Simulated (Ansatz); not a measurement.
```yaml
crystal:
  periodic: [false, false, false]
  atoms:
    - {symbol: O, position_ang: [-0.685856, 0.247927, -0.346814]}
    - {symbol: As, position_ang: [0.685856, -0.247927, 0.346814]}
basis:
  gaussian: {orbitals: 6-31G}
magnetization: {spin_polarized: true, initial_magnetization: 1}
hamiltonian: {xc: {name: wB97X-V}}
output: {forces: true}
```

```sh
$ ansatz run in.yaml --threads 2 --pin off --events-out ev --progress --plain --max-ram 32768MiB --backend cpu
```

Shortened log:

```
Functional definition: wB97X-V
330 factors; integrals over basis functions are off by at most 5.6e-4 eV
97 factors; integrals over basis functions are off by at most 2.4e-5 eV
mean field evaluation 1: about -62864.0243 eV, gradient 3.6e1 eV
mean field evaluation 2: about -62844.2152 eV, gradient 7.7e1 eV
mean field evaluation 4: about -62869.7038 eV, gradient 1.0e0 eV
mean field evaluation 8: about -62869.7117 eV, gradient 1.8e-2 eV
mean field evaluation 16: about -62869.7117 eV, gradient 1.0e-4 eV
mean field -62869.71170491 eV, -2310.4192905343 hartree, gradient 2.0e-5 eV, S^2 0.751517; 0 other end points of the search recorded, 0 dependent functions left out
reference -62869.71170432 eV, -2310.4192905125 hartree; 21, 20 occupied and 17, 18 virtual orbitals, 330 factors
Total energy: -62869.71170432 eV, -2310.4192905125 hartree
Atom 0 at    -0.685856     0.247927    -0.346814 Å, force    -1.981014     0.716108    -1.001731 eV/Å
Atom 1 at     0.685856    -0.247927     0.346814 Å, force     1.981014    -0.716108     1.001731 eV/Å
Dipole moment:     0.502991    -0.181824     0.254345 e Å
```

Hardware: 2 threads of an AMD EPYC 7R13 on a shared host. Wall time 1.8 s, peak host memory 0.18 GiB.
